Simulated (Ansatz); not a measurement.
Reaction (cleavage of the Si–Sn bond): `F[SiH2][SnH3]` + `O[SiH2]F` → `F[SiH2]O[SiH2]F` + `[SnH4]`

Program: Ansatz. Geometries: PBE0-D4/def2-TZVP. ΔE: electronic, gas phase. CCSD(T)/CBS adds triple-zeta CCSD(T) − MP2 to the extrapolated MP2 energy (def2 sets, frozen cores). Functionals use def2-TZVPP. B3LYP here is the variant with VWN-RPA as its local correlation; programs differ in this. Elements past krypton have def2 core potentials. For Sn outer-core shells are correlated without core-valence functions, which leaves a few kJ/mol of doubt a bond. Each species was taken in one conformer, which may not be the lowest.

```csv
level,ΔE (kJ/mol),difference from CCSD(T)/CBS
LDA (SPW92),-95.5,15.0
PBE-D4,-89.9,20.6
revPBE-D4,-92.3,18.2
r2SCAN-D4,-109.8,0.7
PBE0-D4,-99.2,11.3
r2SCAN0-D4,-113.3,-2.8
PBE,-88.7,21.8
revPBE,-86.6,23.9
B3LYP,-111.3,-0.8
HF/def2-SVP,-130.5,-20.0
MP2/def2-SVP,-118.2,-7.7
CCSD/def2-SVP,-115.8,-5.3
CCSD(T)/def2-SVP,-113.8,-3.3
HF/def2-TZVPP,-139.5,-29.0
SCS-MP2/def2-QZVPP,-120.3,-9.8
CCSD/CBS(def2),-113.4,-2.9
CCSD(T)/CBS,-110.5,0
```

Largest T1 diagnostic among the species: 0.013.

In def2-TZVPP, CCSD(T) changes the Hartree–Fock value by +22.3 kJ/mol (the triples alone add +3.0 kJ/mol) and MP2 by +21.3 kJ/mol. From r2SCAN to r2SCAN0 (25 % exact exchange), in def2-TZVPP and without D4, ΔE moves by −3.4 kJ/mol.
